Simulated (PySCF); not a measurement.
Sr₂F⁺, triplet: molecular constants

Method: UPBE0 in PySCF with F def2-TZVP, Sr def2-TZVP with ECP28; scalar-relativistic core potentials, no spin–orbit coupling; density-fitted integrals.

The structure is a minimum.

```xyz
3
charge 1 multiplicity 3, angstrom
F     0.0000    0.0000    0.0000
Sr    2.2610    0.0000    0.0000
Sr   -2.2610    0.0000    0.0000
```

```
Point group                                                                   : D∞h
Bond lengths                                                                  : F–Sr 2.261 Å (×2)
Bond angles                                                                   : Sr–F–Sr 180.0°
Highest occupied level (α)                                                    : -7.28 eV
Principal polarisabilities                                                    : 229.4, 272.4, 272.4 bohr³
Lowest empty level (β)                                                        : -5.49 eV
Spin squared ⟨S²⟩                                                             : 2.000
Zero-point energy                                                             : 4.6 kJ/mol
Dipole moment about the centre of mass                                        : 0.00 D
Principal quadrupole moments (Buckingham, traceless) about the centre of mass : -17.76, -17.76, 35.52 D Å
Rotational symmetry number                                                    : 2
Entropy at 298.15 K and 1 bar (electronic part: spin only)                    : 309.9 J/(mol K)
Enthalpy at 298.15 K above 0 K                                                : 15.08 kJ/mol
Heat capacity Cp at 298.15 K                                                  : 59.2 J/(mol K)
Rotational constants                                                          : 0.01876 cm⁻¹
```

Harmonic modes (masses in u: F 18.998, Sr 87.906):
```tsv
symmetry	ω (cm⁻¹)	IR (km/mol, summed over degenerate members)	μ (u)
πu	82	1.4	20.57
σg+	160	0.0	87.91
σu+	439	137	20.57
```

In D∞h the vibrations span πu + σg+ + σu+. The σg+ mode carries no infrared intensity, as symmetry demands. With a centre of inversion only u modes can be infrared active and only g modes Raman active.

Charges (e):
```
 atom  Mulliken  Löwdin  polar tensor  spin (Mulliken)  Mayer order to F1
   F1     -0.76   -0.47         -0.49            -0.01                  –
Sr2,3      0.88    0.74          0.75             1.00               0.20
```

Mulliken populations on F1: s 3.98, p 5.78, d 0.00, f 0.00.

Outer orbital energies (eV). α occupied: -28.81, -28.81, -28.34, -15.65, -15.10, -15.10, -7.63, -7.28; empty: -4.26, -4.26, -4.21, -4.21. β occupied: -28.68, -28.68, -28.67, -28.67, -28.19, -15.61, -15.09, -15.09; empty: -5.49, -5.04, -3.54, -3.54.

This need not be the most stable arrangement of these atoms. At this level a singlet minimum of C2v symmetry lies 12 kJ/mol below this structure.

The final relaxation and frequency run took 21 s on 2 threads of a shared Arm Neoverse V2 host, with 97 basis functions and 6 gradients; the process peaked at 0.85 GiB. Launch command: `OMP_NUM_THREADS=2 python axn.py task.json out`.
